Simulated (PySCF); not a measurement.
Computed XPS line lists of a few unrelated compounds.

The calculation used delta-SCF UKS SCAN, pcX-2 on the ionised atom, pcseg-1 elsewhere, spin-free X2C (PySCF 2.14.0). Geometries: PBE0-D3(BJ)/def2-SVP; isolated species, one conformer each.

Line lists (1s up to Mg, 2p3/2 beyond, nothing for Ge or Se; areas count atoms within a level, one atom standing for each set equivalent by bonding):
1. C 1s: 291.66 (area 1), 298.27 (area 1) eV; F 1s: 694.19 eV
2. C 1s: 294.18 eV; N 1s: 404.78 eV; O 1s: 537.88 (area 1), 539.99 (area 1) eV
3. B 1s: 196.37 eV; C 1s: 290.26 eV

Structures:
A. `[NH2][GeH2][C](=O)O` (CH5GeNO2)
B. `BCB` (CH6B2)
C. `C[Se]C(F)(F)F` (C2H3F3Se)

Question: Which list belongs to which compound?

Answer: 
- 1 = C: no other candidate has this set of levels. C 1s: 291.66 sp3 carbon bound to selenium, 298.27 CF3 carbon; F 1s: 694.19 fluorine of a CF3 group (×3).
- 2 = A: no other candidate has this set of levels. C 1s: 294.18 carbonyl carbon; N 1s: 404.78 nitrogen bonded to Ge and 2 H; O 1s: 537.88 acid carbonyl oxygen, 539.99 acid hydroxyl oxygen.
- 3 = B: no other candidate has this set of levels. B 1s: 196.37 three-coordinate boron (×2); C 1s: 290.26 sp3 carbon bound to boron.
